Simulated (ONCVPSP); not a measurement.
## Debugging a pseudopotential input (As (Z = 33), ONCVPSP 4.0.1)

Command:

```bash
oncvpsp.x < As.dat > As.out
```

Input:

```
# ATOM AND REFERENCE CONFIGURATION
# atsym  z   nc   nv     iexc    psfile
  As 33.00    3    5        3      upf
#
#   n    l    f
    1    0    2.00
    2    0    2.00
    2    1    6.00
    3    0    2.00
    3    1    6.00
    3    2   10.00
    4    0    1.75
    4    1    3.25
#
# PSEUDOPOTENTIAL AND OPTIMIZATION
# lmax
    2
#
#   l,   rc,      ep,       ncon, nbas, qcut
    0    1.00    0.00    3    8   14.10
    1    1.10    0.00    4    8   13.20
    2    0.65    0.00    1   10   25.00
#
# LOCAL POTENTIAL
# lloc, lpopt,  rc(5),   dvloc0
    2    5    0.65    0.00
#
# VANDERBILT-KLEINMAN-BYLANDER PROJECTORs
# l, nproj, debl
    0    3    0.70
    1    2    3.60
    2    0    2.00
#
# MODEL CORE CHARGE
# icmod, fcfact, rcfact
    3    3.25    1.25
#
# LOG DERIVATIVE ANALYSIS
# epsh1, epsh2, depsh
   -8.00    5.00    0.04
#
# OUTPUT GRID
# rlmax, drl
    6.00    0.01
#
# TEST CONFIGURATIONS
# ncnf
    4
# nvcnf
#   n    l    f
    5
    3    0    2.00
    3    1    6.00
    3    2   10.00
    4    0    2.00
    4    1    3.00
#
    5
    3    0    2.00
    3    1    6.00
    3    2   10.00
    4    0    2.00
    4    1    2.00
#
    5
    3    0    2.00
    3    1    6.00
    3    2   10.00
    4    0    2.00
    4    1    1.00
#
    5
    3    0    2.00
    3    1    6.00
    3    2    9.00
    4    0    2.00
    4    1    4.00
#
```

This is an input that runs to its end, with one change: ncon of l = 2 set to 1.

**Question.** How does the run end?

**Answer.** The program refuses the input: "test_data: must have 3 <= ncon <= 5, l= 2".

```
ONCVPSP  (Optimized Norm-Conservinng Vanderbilt PSeudopotential)
scalar-relativistic version 4.0.1

test_data: must have 3 <= ncon <= 5, l=   2
test_data: must have ncon+2 <= nbas <= ncon+5, l=   2
ERROR: test_data found   2 ERROR; stopping
```
